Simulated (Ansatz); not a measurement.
C₃H₉NSi (`C[C@H]1N[Si@H]1C`) at its PBE0-D4/def2-TZVP geometry, where that method's forces vanish. Total charge 0; spin multiplicity 1.

```csv
atom,x (Å),y (Å),z (Å)
C1,-0.959,-1.673,-0.102
C2,-0.744,-0.459,0.760
N3,0.651,-0.281,1.281
Si4,0.174,1.067,0.318
C5,1.087,1.353,-1.272
H6,-0.180,-1.760,-0.862
H7,-0.937,-2.590,0.497
H8,-1.926,-1.622,-0.609
H9,-1.528,-0.320,1.509
H10,0.758,-0.281,2.284
H11,-0.234,2.325,0.993
H12,1.321,0.401,-1.750
H13,0.490,1.956,-1.961
H14,2.025,1.884,-1.087
```

(1) For each bond, give half the difference of the two atoms' forces along it (eV/Å; positive pushes the atoms apart) under PBE-D4, r2SCAN-D4, B3LYP-D4, ωB97M-V in def2-TZVPP. (An estimate is asked.)

Results:

(1) Computed: 
| bond | length (Å) | PBE-D4 | r2SCAN-D4 | B3LYP-D4 | ωB97M-V |
| --- | --- | --- | --- | --- | --- |
| C1–C2 | 1.504 | -0.06 | 0.06 | 0.12 | 0.18 |
| C1–H6 | 1.092 | 0.11 | -0.03 | -0.06 | -0.07 |
| C1–H7 | 1.096 | 0.12 | -0.02 | -0.06 | -0.10 |
| C1–H8 | 1.093 | 0.10 | -0.03 | -0.06 | -0.08 |
| C2–N3 | 1.500 | 0.24 | 0.27 | 0.29 | 0.20 |
| C2–Si4 | 1.835 | 0.28 | 0.11 | 0.12 | 0.01 |
| C2–H9 | 1.093 | 0.05 | -0.09 | -0.16 | -0.15 |
| N3–Si4 | 1.724 | 0.36 | 0.15 | 0.16 | 0.08 |
| N3–H10 | 1.009 | 0.18 | -0.03 | -0.11 | -0.11 |
| Si4–C5 | 1.855 | -0.11 | -0.03 | 0.07 | 0.04 |
| Si4–H11 | 1.486 | -0.05 | -0.06 | -0.15 | -0.14 |
| C5–H12 | 1.091 | 0.11 | -0.01 | -0.05 | -0.04 |
| C5–H13 | 1.093 | 0.11 | -0.01 | -0.04 | -0.05 |
| C5–H14 | 1.093 | 0.11 | -0.01 | -0.04 | -0.05 |

B3LYP here is the variant with VWN-RPA as its local correlation; programs differ in this.
